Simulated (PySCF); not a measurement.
Ti(O)2 cation (O₂Ti), SMILES [O]=[Ti]=[O] (connectivity only; charge and spin as stated), charge +1, multiplicity 2. Atoms are numbered in the order given.

```xyz
3

Ti     0.0000     0.0000     0.4689
O      0.0000     1.2167    -0.6448
O      0.0000    -1.2167    -0.6448
```
Charge +1, spin multiplicity 2.

Geometry optimised at B3LYP-D3(BJ)/def2-TZVP. A frequency run showed that this geometry is not a minimum. The spin state was assumed, not searched. The isomer is the one that the SMILES or the coordinates give; other isomers of the formula were not compared.

Level of theory: TDA-B3LYP/def2-TZVPD (PySCF).

Vertical excitations. Isolated molecule, no solvent.

Computed lowest excited states:
| state | energy (eV) | λ (nm) | f | main pairs |
|---|---|---|---|---|
| root 1 | 1.75 | 709 | 0.000 | β HOMO→LUMO 97 % |
| root 2 | 1.98 | 627 | 0.000 | β HOMO−1→LUMO 98 % |
| root 3 | 2.08 | 595 | 0.000 | β HOMO−3→LUMO 97 % |
| root 4 | 2.64 | 469 | 0.002 | β HOMO−4→LUMO 96 % |
| root 5 | 2.95 | 420 | 0.029 | β HOMO−2→LUMO 82 % |
| root 6 | 4.22 | 294 | 0.000 | α HOMO−1→LUMO 15 %, β HOMO→LUMO+1 77 % |
| root 7 | 4.41 | 281 | 0.000 | β HOMO−1→LUMO+1 87 % |
| root 8 | 4.46 | 278 | 0.001 | β HOMO−2→LUMO+1 95 % |
| root 9 | 4.46 | 278 | 0.000 | α HOMO−1→LUMO+1 7 %, β HOMO→LUMO+2 65 %, β HOMO−3→LUMO+1 20 % |
| root 10 | 4.56 | 272 | 0.000 | α HOMO−3→LUMO+1 13 %, α HOMO−2→LUMO+3 12 %, α HOMO−1→LUMO 7 %, β HOMO−3→LUMO+2 42 %, β HOMO−1→LUMO+4 21 % |
Unrestricted roots are not spin-pure.
